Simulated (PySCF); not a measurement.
Cd(I)(SeH) (CdHISe), SMILES [SeH][Cd][I]. Heavy atoms are numbered as in [Cd:1]([I:2])[SeH:3]. Hydrogens are named by the atom that carries them.

Coordinates come from a PBE0-D3(BJ)/def2-SVP optimisation. The structure was generated by enumeration; whether it is a known compound was not checked. The def2 effective core potentials stand for the cores of Cd, I; spin–orbit coupling is left out. Other conformers were not sampled.

Level of theory: ωB97X/def2-TZVPD in PySCF.

Mulliken values depend strongly on the basis, most of all with diffuse functions as here. ESP charges are fitted to the potential on shells at 1.4 to 2.0 van der Waals radii. Atomic charges (e), one atom of each kind:

| atom | ESP fit | Mulliken |
|---|---|---|
| Cd1 | 0.50 | 0.64 |
| I2 | -0.28 | -0.34 |
| Se3 (SeH) | -0.32 | -0.41 |
| H on Se3 | 0.10 | 0.11 |
